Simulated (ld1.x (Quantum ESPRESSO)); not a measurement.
## argon (Ar): one change to a TM potential, before and after

```
Element                 : argon (Ar)
Generator               : ld1.x (Quantum ESPRESSO) 7.5
Type                    : norm-conserving Troullier–Martins (Kleinman–Bylander form)
Functional              : PW91
Relativity              : scalar-relativistic
Frozen core             : [Ne]
Valence charge          : 8
Reference configuration : 3s2 3p6
Partial waves           : 3p (bound): rc 1.00 bohr; 3s (bound): rc 1.30 bohr
Local potential         : the s channel
Core correction         : Bessel-smoothed model core inside 0.45 bohr
```

All-electron outer shells of the reference configuration (PW91, scalar-relativistic, ld1.x):

```csv
shell,level (eV),outermost node (bohr),outermost maximum (bohr)
2s,-297.10,0.12,0.34
2p,-230.13,–,0.28
3s,-24.34,0.52,1.17
3p,-10.33,0.49,1.30
```

Change: all radii but the core radius scaled by about 1.36 (s 1.76, p 1.36 bohr).

Cutoffs: the cutoffs (Ry, on a coarse ladder) from which the occupation-weighted sum of valence levels, in a spherical-Bessel basis at the reference potential, stays within 10 and 1 mRy of its value at 400 Ry; they do not see the model core or the augmentation charge, which bear on the density cutoff. Errors are all-electron minus pseudo energies relative to the spin-unpolarised reference configuration.

Task: How do hardness, ghosts and transferability respond?

Result: The potential gets softer (110 Ry and 200 Ry → 40 Ry and 55 Ry); of the 6 tests that both files solve, the error grows in 6 and shrinks in 0 by more than 15 % and 0.3 meV (median size 16.6 → 46.1 meV); neither file shows a bound ghost. A larger radius leaves more room for a smooth pseudo-wave, so fewer plane waves are needed. More of the atom is replaced by a form fitted at one configuration, so other configurations suffer.

```csv
quantity,base,changed
"cutoff, loose",110 Ry,40 Ry
"cutoff, tight",200 Ry,55 Ry
loose cutoff by channel (10 mRy a level),"p 80 Ry, s 35 Ry","p 15 Ry, s 21 Ry"
bound ghosts,none,none
"error for 3s2 3p5, meV [ΔE 16.12 eV]",+3.9,+14
"error for 3s2 3p4, meV [ΔE 44.85 eV]",+27,+79
"error for 3s2 3p3, meV [ΔE 87.51 eV]",+86,+231
"error for 3s2 3p2, meV [ΔE 145.24 eV]",+199,+506
"error for 3s1 3p6, meV [ΔE 30.72 eV]",+6.6,-11
"error for 3s2 3p5.5, meV [ΔE 6.58 eV]",+0.5,+2.4
```
